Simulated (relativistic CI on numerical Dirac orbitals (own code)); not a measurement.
## Cu²⁺ in a cubic cluster: 3s photoemission with charge transfer

Computed with a charge-transfer multiplet model of a cubic metal-ligand cluster with up to one ligand hole, Slater and spin-orbit integrals from Dirac-Coulomb-Breit ions, Slater integrals scaled by 0.9. The ground state mixes d9 with configurations of k ligand holes L, whose averages lie at kΔ + k(k − 1)U_dd/2; a core hole lowers each added d electron by U_cd. 20 K, Lorentzian 1.4 eV and Gaussian 0.8 eV FWHM.

Atomic integrals in eV (Slater integrals scaled, ζ unscaled), ground: F2dd 12.450, F4dd 7.768, zeta_d 0.099; with the core hole: F2dd 12.450, F4dd 7.768, zeta_d 0.112, G2cd 12.629.

Cluster parameters (eV): Δ = 2.4, U_dd = 7.2, U_cd = 8, 10Dq = 0.9, 10Dq(ligand) = 0.7, final-state hopping factor = 1.

```tsv
Case	n_d	d9	d10L	S
V(eg) = 1.3 eV, V(t2g) = -0.68 eV	9.15	0.85	0.15	0.50
V(eg) = 1.6 eV, V(t2g) = -0.84 eV	9.19	0.81	0.19	0.50
V(eg) = 1.9 eV, V(t2g) = -1 eV	9.22	0.78	0.22	0.50
V(eg) = 2.2 eV, V(t2g) = -1.16 eV	9.25	0.75	0.25	0.50
V(eg) = 2.5 eV, V(t2g) = -1.31 eV	9.27	0.73	0.27	0.50
```

Weights, n_d and S are thermal averages at 20 K. Binding energies count from the first peak over 30 % of the highest in each spectrum, which can be another peak from case to case. The parameters are a model scan and need not match a compound or its usual spin state. Peaks in eV (height, largest 100):
- V(eg) = 1.3 eV, V(t2g) = -0.68 eV: 0.0 (78), 4.9 (100), 9.7 (42)
- V(eg) = 1.6 eV, V(t2g) = -0.84 eV: 0.0 (100), 5.2 (87), 10.0 (39)
- V(eg) = 1.9 eV, V(t2g) = -1 eV: 0.0 (100), 5.6 (64), 10.3 (30)
- V(eg) = 2.2 eV, V(t2g) = -1.16 eV: 0.0 (100), 6.0 (48), 10.6 (25)
- V(eg) = 2.5 eV, V(t2g) = -1.31 eV: 0.0 (100), 6.4 (38), 11.0 (21)

For the case V(eg) = 1.6 eV, V(t2g) = -0.84 eV, Δ = 2.4 eV is smaller than U_dd = 7.2 eV, the charge-transfer side of the Zaanen-Sawatzky-Allen scheme. With the core hole the average of the configuration with one ligand hole lies at Δ − U_cd = -5.6 eV before mixing: it lies below the unscreened one, so the lowest final states are mostly screened and the unscreened weight appears at higher binding energy as a satellite.

Without intra-shell correlation the exchange splitting of the 3s hole comes out too large.
